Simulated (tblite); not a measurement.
Species: C5H9BO2.
Geometry (GFN2-xTB, Å), atoms numbered from 1 in this order:
```xyz
17
C5H9BO2 angstrom
B     -2.5250    0.0356   -0.7905
O     -2.5816   -0.5144    0.4493
C     -1.3461   -0.2928    1.0972
C     -0.4703    0.4565    0.0557
C      0.7593   -0.3262   -0.3430
C      1.9927   -0.2434    0.5058
C      1.9746    0.3893   -0.8508
O     -1.3355    0.6264   -1.0588
H     -3.4094    0.0078   -1.5410
H     -0.9091   -1.2568    1.3756
H     -1.5203    0.2988    2.0008
H     -0.1800    1.4518    0.4145
H      0.5178   -1.2818   -0.7929
H      2.5749   -1.1401    0.6527
H      1.9684    0.4044    1.3692
H      2.5438   -0.0693   -1.6441
H      1.9388    1.4662   -0.9097
```

Computed with GFN2-xTB (tblite): harmonic, unscaled wavenumbers at the GFN2-xTB geometry, gas phase. The method is semi-empirical: single wavenumbers can be off by several per cent or more. Modes of hydrogen on boron can be 10 to 20 % off. One conformer, not necessarily the lowest.

Harmonic wavenumbers (cm⁻¹): 57.9, 85.0, 180.8, 293.5, 343.9, 411.8, 468.4, 721.0, 748.8, 772.6, 791.4, 836.1, 859.1, 896.2, 971.6, 979.7, 994.8, 1018.5, 1038.6, 1062.4, 1070.3, 1079.4, 1099.0, 1141.1, 1152.7, 1153.0, 1165.9, 1195.3, 1241.0, 1257.3, 1273.7, 1299.8, 1397.5, 1439.6, 1473.0, 1492.4, 2741.8, 2896.9, 2925.8, 2945.0, 3047.8, 3090.7, 3095.2, 3097.4, 3114.9.

A = 5286, B = 1402, C = 1196 MHz; mass 112.070 u (most abundant isotopes); point group C1, symmetry number 1.

Q: What is the zero-point energy?

A: Half the sum of the wavenumbers: 30209 cm⁻¹ = 86.37 kcal/mol.

Q: Give the ideal-gas entropy at 400 K and 1 bar in the rigid-rotor, harmonic-oscillator model (classical rotation).

A: Translation 41.54, rotation 28.86, vibration 25.39: S = 95.8 cal/(mol K).

Q: And Cp and H(400 K) − H(0)?

A: Cp = 39.92 cal/(mol K), of which vibrations give 31.97 (their classical limit is 45 R = 89.4); H(400 K) − H(0) = 8.76 kcal/mol without the zero-point energy, 5.58 from vibrations.

Q: How do the functions run with temperature in this model?

A: 
```json
{"T (K)": "150", "S (cal/(mol K))": "70.6", "Cp (cal/(mol K))": "16.8", "H − H(0) (kcal/mol)": "1.86", "G − H(0) (kcal/mol)": "-8.73", "ln q(vib)": "1.77"}
{"T (K)": "250", "S (cal/(mol K))": "80.9", "Cp (cal/(mol K))": "24.8", "H − H(0) (kcal/mol)": "3.91", "G − H(0) (kcal/mol)": "-16.31", "ln q(vib)": "3.27"}
{"T (K)": "298.15", "S (cal/(mol K))": "85.6", "Cp (cal/(mol K))": "29.6", "H − H(0) (kcal/mol)": "5.22", "G − H(0) (kcal/mol)": "-20.32", "ln q(vib)": "4.03"}
{"T (K)": "600", "S (cal/(mol K))": "115.2", "Cp (cal/(mol K))": "55.7", "H − H(0) (kcal/mol)": "18.44", "G − H(0) (kcal/mol)": "-50.68", "ln q(vib)": "9.45"}
{"T (K)": "900", "S (cal/(mol K))": "140.7", "Cp (cal/(mol K))": "69.9", "H − H(0) (kcal/mol)": "37.48", "G − H(0) (kcal/mol)": "-89.18", "ln q(vib)": "15.19"}
```

q(vib) and H(0) count from the zero-point level.

Q: Which modes carry the vibrational entropy at 400 K?

A: 57.9 cm⁻¹: 5.11; 85.0 cm⁻¹: 4.35; 180.8 cm⁻¹: 2.88; 293.5 cm⁻¹: 1.97; 343.9 cm⁻¹: 1.69; 411.8 cm⁻¹: 1.38 cal/(mol K); the other 39 give 8.02 together.

Q: Blend soft modes into free rotors: weight 1/[1 + (100 cm⁻¹/ν̃)⁴] for the oscillator and the rest for a rotor with moment μB/(μ + B), μ = h/(8π²ν), B = 10⁻⁴⁴ kg m². What vibrational entropy results?

A: 23.41 cal/(mol K) in place of 25.39, which changes −T·S at 400 K by +0.79 kcal/mol.

Q: What must be added to the electronic energy to get the Gibbs energy at 400 K and 1 bar?

A: ZPE + [H(400 K) − H(0)] − T·S = 86.37 + 8.76 − 38.32 = 56.81 kcal/mol.

Hindered rotation and anharmonicity are outside this model. Other conformers, if any are populated, would add a mixing term that is left out. The structure is chiral; the term R ln 2 for an equal mix with its mirror image is left out.

On one thread, Arm Neoverse V2 (aarch64), no GPU, shared host with 96 logical CPUs at a one-minute load of 63, this took 0.41 s of wall time. The figure is for the frequency step alone.
